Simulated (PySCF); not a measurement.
**A ladder of Hamiltonians for Ti¹⁸⁺ (titanium, charge +18)**

Occupied: 1s1/2, 2s1/2. Hartree-Fock calculated with PySCF 2.14 in an even-tempered Gaussian basis (19 s from 1.3 bohr⁻², ratio 2.3; 13 p from 1.6 bohr⁻², ratio 2.3), Gaussian nucleus throughout. NR is non-relativistic, sf-X2C the spin-free one-electron X2C Hamiltonian, X2C adds the bare one-electron spin-orbit term, X2C-SNSO screens it by Boettger's factors, DC is four-component Dirac-Coulomb, and the Gaunt and Breit terms are added at first order (total energies over the DC spinors, levels after relaxing the spinors in that mean field). QED terms are absent. Levels marked empty are virtual spinors of this ion.

```json
{"level (eV)": "1s1/2", "NR": "-5993.4", "sf-X2C": "-6028.6", "X2C": "-6028.6", "X2C-SNSO": "-6028.6"}
{"level (eV)": "2s1/2", "NR": "-1330.8", "sf-X2C": "-1340.7", "X2C": "-1340.7", "X2C-SNSO": "-1340.7"}
{"level (eV)": "2p1/2 (empty)", "NR": "-1213.5", "sf-X2C": "-1216.6", "X2C": "-1222.0", "X2C-SNSO": "-1221.5"}
{"level (eV)": "2p3/2 (empty)", "NR": "-1213.5", "sf-X2C": "-1216.6", "X2C": "-1214.0", "X2C-SNSO": "-1214.2"}
{"level (eV)": "3s1/2 (empty)", "NR": "-532.17", "sf-X2C": "-535.23", "X2C": "-535.23", "X2C-SNSO": "-535.23"}
```

Problem. Where do the four-component calculations put these levels?

Solution. 1s1/2: DC -6030.5, DC+Gaunt -6026.6, DC+Breit -6026.6; 2s1/2: DC -1340.9, DC+Gaunt -1340.5, DC+Breit -1340.5; 2p1/2 (empty): DC -1221.7, DC+Gaunt -1221.0, DC+Breit -1221.1; 2p3/2 (empty): DC -1214.2, DC+Gaunt -1213.8, DC+Breit -1213.9; 3s1/2 (empty): DC -535.28, DC+Gaunt -535.17, DC+Breit -535.19 (eV).

| Hamiltonian | E (hartree) | E − E(DC) (hartree) | CPU seconds |
| --- | --- | --- | --- |
| NR | -571.2476 | 3.7993 | 0.36 |
| sf-X2C | -574.9668 | 0.0801 | 0.19 |
| X2C | -574.9668 | 0.0801 | 0.18 |
| X2C-SNSO | -574.9668 | 0.0801 | 0.18 |
| DC | -575.0469 | 0.0000 | 4.7 |
| DC+Gaunt | -574.8820 | 0.1649 | 8.7 |
| DC+Breit | -574.8849 | 0.1620 | 78 |

Weight of the small component: 1s1/2 0.00629, 2s1/2 0.00136, 2p1/2 0.00131, 2p3/2 0.00130, 3s1/2 0.000532.

Koopmans' value for the highest occupied level at DC+Breit: 1340.5 eV, against an ionisation energy of 1346.3 ± 0.5 eV (semi-empirical (NIST evaluation); NIST Atomic Spectra Database, ionization energies); the former lacks relaxation, correlation, QED and recoil.

The whole ladder took 95 s of wall time on 1 thread of Intel(R) Xeon(R) Platinum 8259CL CPU @ 2.50GHz (shared host), launched as `OMP_NUM_THREADS=1 python relrun2.py TASK.json OUT` (a driver that calls PySCF for each Hamiltonian).
